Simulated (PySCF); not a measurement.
**Frontier orbitals and the lowest excitations**

Compound: C₇H₆N₂S.
Z-matrix (Å and degrees, PBE0-D3(BJ)/def2-SVP geometry), rows numbered from 1:
```
N 
C   1  1.2714
C   2  1.4670  1  129.20
C   3  1.3810  2  126.12  1    -0.06
S   4  1.7240  3  114.21  2  -179.88
C   5  1.7273  4   91.47  3    -0.09
C   6  1.4203  5  141.28  4  -179.92
C   7  1.3803  6  105.45  5  -180.00
N   8  1.3741  7  109.81  6     0.02
C   9  1.3665  8  108.91  7    -0.04
H   1  1.0265  2  110.55  3    -0.02
H   2  1.1048  1  116.27  3   179.99
H   4  1.0900  3  126.89  2    -0.01
H   7  1.0869  6  128.50  5     0.05
H   8  1.0880  7  129.45  6  -179.96
H   9  1.0094  8  124.99  7  -179.96
```

Method used: TDDFT wB97X-D/def2-SVPD, vertical, gas phase, core orbitals frozen in the response (PySCF).

Kohn–Sham orbitals with the atoms that hold most of them (Löwdin shares over 4%, at most four atoms; ? is withheld):

| orbital | ε (eV) | atoms |
| --- | --- | --- |
| LUMO+2 | 2.03 | C8 18%, N9 13%, C10 13%, C7 10% |
| LUMO+1 | 1.84 | S5 48%, H16 11%, C8 8%, C6 4% |
| LUMO | 0.13 | ? |
| HOMO | -7.91 | C8 18%, C4 18%, C7 14%, C3 11% |
| HOMO-1 | -8.49 | ? |
| HOMO-2 | -9.76 | N1 62%, C2 15%, H11 8%, C3 7% |
| HOMO-3 | -9.91 | C7 21%, C6 14%, N1 12%, N9 10% |

(1) Give the leading atoms of the HOMO-1.

(2) Give the leading atoms of the LUMO.

(3) How does S1 compare with the orbital gap of 8.04 eV?

(4) One configuration dominates each of S1, S2, S3 and S4. Which, and how do the shares of the two leading atoms of either orbital change from the occupied to the empty one?

## Answers

(1) S5 (bonded to 2 C) 28%; N9 (bonded to 2 C and H) 15%; C6 (bonded to 2 C and S) 14%; C10 (bonded to 2 C and N) 13%. By element: sulfur 28%, carbon 26% or more, nitrogen 15% or more.

(2) C4 (bonded to C, S and H) 21%; N1 (bonded to C and H) 18%; C2 (bonded to C, N and H) 18%; C3 (bonded to 3 C) 14%. By element: carbon 52% or more, nitrogen 18% or more.

(3) S1 is at 4.42 eV (f = 0.089), 3.62 eV below the gap, made of HOMO→LUMO (94%). 

(4) 
- S1 (4.42 eV, f 0.089), HOMO→LUMO (94%): C8 18% → at most 14%, C4 18% → 21%, N1 at most 11% → 18%
- S2 (4.79 eV, f 0.194), HOMO-1→LUMO (92%): S5 28% → at most 14%, N9 15% → at most 14%, C4 at most 13% → 21%, N1 at most 13% → 18%
- S3 (4.82 eV, f 0.0034), HOMO-2→LUMO (88%): N1 62% → 18%, C2 15% → 18%, C4 at most 7% → 21%
- S4 (5.77 eV, f 0.0001), HOMO→LUMO+1 (75%): C8 18% → 8%, C4 18% → at most 5%, S5 at most 11% → 48%, H16 at most 11% → 11%

Löwdin shares depend on the basis, the more so with diffuse functions.

The run took about 2.9 min of CPU time (one thread, shared machine).

One conformer stands for the species.
